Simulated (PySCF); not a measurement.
GaHFBr, SMILES [F][GaH][Br]. Atoms are numbered in the order given.

```xyz
4

Ga    -0.3706     0.8902     0.0000
H     -1.7730     1.5209     0.0000
F      1.0488     1.9047     0.0000
Br     0.1093    -1.3216     0.0000
```
Charge 0, spin multiplicity 1.

Geometry: r2SCAN-D4/def2-TZVP.

Calculation: PySCF with r2SCAN-D4/def2-TZVP.

Frequencies are harmonic and unscaled.

```csv
mode,ν (cm⁻¹),IR (km/mol),moving atoms (share of kinetic energy)
1,152,11.9,"F 65 %, Ga 19 %, Br 15 %"
2,318,38.0,"Ga 52 %, Br 46 %"
3,445,44.2,H 89 %
4,580,122.5,H 93 %
5,695,63.2,"F 77 %, Ga 19 %"
6,2070,77.7,H 99 %
```
